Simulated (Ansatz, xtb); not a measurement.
## Ranking isomers of C5H10O3

6 gas-phase structures of C5H10O3, from a drawn sample of its isomers (lower ones may exist). Each was relaxed with GFN2-xTB; where two conformers were screened, the lower at r2SCAN-D4/def2-SVP is listed:

A. `CO[C@@H]1OCO[C@@H]1C`, a singlet
B. `COC[C@H](C)C(=O)O`, a singlet
C. `COC(=O)OC(C)C`, a singlet
D. `CC1(C)OCOCO1`, a singlet
E. `COC(C)(C)C(=O)O`, a singlet
F. `CCOCOC(C)=O`, a singlet

Task: Make a reasoned guess at their ranking by r2SCAN-D4/def2-SVP single-point energy.

Result: Calculated order at r2SCAN-D4/def2-SVP: C (0.0), E (9.7), B (11.4), F (12.4), D (24.7), A (33.1) kcal/mol.

Energies above the lowest of each column, in kcal/mol; the last columns are at B3LYP/def2-SVP geometries and were run for some of them only (a dash: not run or not comparable):

```json
{"structure": "C", "GFN2-xTB": "0.0", "HF/STO-3G": "12.1", "r2SCAN-D4/def2-SVP": "0.0", "B3LYP/def2-SVP": "0.0", "CCSD(T)/def2-SVP + ΔMP2/def2-TZVPP": "0.0"}
{"structure": "E", "GFN2-xTB": "19.1", "HF/STO-3G": "29.2", "r2SCAN-D4/def2-SVP": "9.7", "B3LYP/def2-SVP": "11.6", "CCSD(T)/def2-SVP + ΔMP2/def2-TZVPP": "–"}
{"structure": "B", "GFN2-xTB": "19.4", "HF/STO-3G": "28.3", "r2SCAN-D4/def2-SVP": "11.4", "B3LYP/def2-SVP": "10.8", "CCSD(T)/def2-SVP + ΔMP2/def2-TZVPP": "7.2"}
{"structure": "F", "GFN2-xTB": "16.8", "HF/STO-3G": "21.0", "r2SCAN-D4/def2-SVP": "12.4", "B3LYP/def2-SVP": "10.7", "CCSD(T)/def2-SVP + ΔMP2/def2-TZVPP": "10.8"}
{"structure": "D", "GFN2-xTB": "12.8", "HF/STO-3G": "0.0", "r2SCAN-D4/def2-SVP": "24.7", "B3LYP/def2-SVP": "–", "CCSD(T)/def2-SVP + ΔMP2/def2-TZVPP": "–"}
{"structure": "A", "GFN2-xTB": "19.1", "HF/STO-3G": "2.6", "r2SCAN-D4/def2-SVP": "33.1", "B3LYP/def2-SVP": "–", "CCSD(T)/def2-SVP + ΔMP2/def2-TZVPP": "–"}
```

CCSD(T)/def2-SVP + ΔMP2/def2-TZVPP puts C lowest of those it was run on; HF/STO-3G picks D. Some further structures that were screened fall inside this span and aren't listed. Flexible structures stand in one conformer each, not always the lowest. Frequencies (GFN2-xTB) were run for B, C, F alone. ΔMP2 is the change of the MP2 energy from the smaller to the larger basis.

Over these structures GFN2-xTB departs from r2SCAN-D4/def2-SVP by 8.2 kcal/mol on average once a common shift is removed. A GFN2-xTB relaxation took about 0.083 s and the r2SCAN-D4/def2-SVP energy about 2.6 s on a shared host (Ansatz 0.2.0, xtb 6.7.1).
